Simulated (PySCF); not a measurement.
Correlation energy of Se²⁺ (selenium, charge +2)

[Ar] 3d10 4s2 4p2, high-spin 3P determinant. All numbers are calculated (PySCF 2.14, the non-relativistic Hamiltonian (point nucleus), in def2-TZVPPD (7s6p5d1f, 57 functions)). Frozen: [Ar] 3d10; 4 electrons correlated.

| level | correlation energy (mhartree) |
| --- | --- |
| CCSD | -73.73 |
| (T) | -1.57 |
| CCSD(T) | -75.30 |

Diagnostics: T1 = 0.0067, D1 = 0.0177, largest double amplitude 0.097.

Question: Is a single reference adequate?

Answer: Mostly. T1 lies below 0.03, but a double amplitude of this size points to a near-degeneracy that CCSD handles and MP2 describes poorly.
